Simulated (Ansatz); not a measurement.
[Al(OH)4]- (AlO₄H₄⁻). The state is a singlet with charge -1. Geometry relaxed at r2SCAN-D4/def2-SVPD.

| atom | x (Å) | y (Å) | z (Å) |
| --- | --- | --- | --- |
| Al1 | 0.0000 | -0.0002 | 0.0000 |
| O2 | -0.9065 | -0.6131 | -1.4147 |
| H3 | -0.3371 | -0.7760 | -2.1718 |
| O4 | -1.1567 | 1.0252 | 0.8996 |
| H5 | -1.8511 | 1.3759 | 0.3349 |
| O6 | 1.4611 | 0.7817 | -0.6726 |
| H7 | 2.2081 | 0.7426 | -0.0687 |
| O8 | 0.6019 | -1.1943 | 1.1875 |
| H9 | -0.0197 | -1.3418 | 1.9058 |

Estimate the harmonic wavenumbers at RKS r2SCAN-D4/def2-SVPD (Ansatz, unscaled). Is this a minimum?

91, 156, 201, 217, 217, 266, 286, 286, 333, 589, 679, 682, 682, 694, 713, 788, 788, 3898, 3900, 3900, 3900 cm⁻¹. Yes, no mode is imaginary beyond noise. Zero-point energy 139.2 kJ/mol. Run time 93 s (4 threads of Arm Neoverse V1 on a shared host).
